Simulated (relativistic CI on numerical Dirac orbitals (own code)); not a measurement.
S⁺: q coefficients

These numbers are calculated, not measured: Dirac-Coulomb-Breit CI, separate exchange-only KLI orbitals for each configuration, valence Slater integrals scaled by 0.85, P86 correlation energy added to each configuration, derivatives by finite differences, QED left out (own radial code, finite nucleus).

Configuration list (outside the closed core [Ne]): 3s²3p³, 3s3p⁴, 3s²3p²3d, 3s²3p²4s, 3s²3p²4p, 3p⁵, 3s²3p3d², 3s3p³3d. Levels of other configurations are missing.

With x = (α/α₀)² − 1 an excitation energy changes as ω = ω₀ + qx; K = 2q/ω₀ is the relative enhancement. Terms are leading LS components, so labels can repeat.

Lowest level 3s²3p³ ⁴S°3/2.

| Level | ω₀ (cm⁻¹) | q (cm⁻¹) | K |
| --- | --- | --- | --- |
| 3s²3p³ ²D°3/2 | 15711.2 | -52.8 | -0.00672 |
| 3s²3p³ ²D°5/2 | 15746.1 | 13.91 | 0.00177 |
| 3s²3p³ ²P°1/2 | 23840.2 | 30.67 | 0.00257 |
| 3s²3p³ ²P°3/2 | 23885.7 | 117.7 | 0.00986 |
| 3s3p⁴ ⁴P5/2 | 87186.6 | 670.2 | 0.0154 |
| 3s3p⁴ ⁴P3/2 | 87546.1 | 1034 | 0.0236 |
| 3s3p⁴ ⁴P1/2 | 87751.9 | 1236 | 0.0282 |
| 3s3p⁴ ²D3/2 | 108508.8 | 690.1 | 0.0127 |
| 3s3p⁴ ²D5/2 | 108535.8 | 731.6 | 0.0135 |
| 3s²3p²3d ²P3/2 | 115860.6 | 59.01 | 0.00102 |
| 3s²3p²3d ²P1/2 | 116268.1 | 442.6 | 0.00761 |
| 3s²3p²4s ⁴P1/2 | 118746.2 | -820.6 | -0.0138 |
| 3s²3p²4s ⁴P3/2 | 119024.8 | -533.4 | -0.00896 |

For a near-neutral ion this model can misplace configurations by up to about 10,000 cm⁻¹ (more where the count of f electrons changes) and terms by 10 to 25 % of their spread. Rates follow the energies as ν³ (E1, M1) or ν⁵ (E2), so they and the lifetimes can be off by large factors. The fine structure of a lone outer electron comes out too small, for d and f at times inverted, and misplaced configurations move strength between like terms.
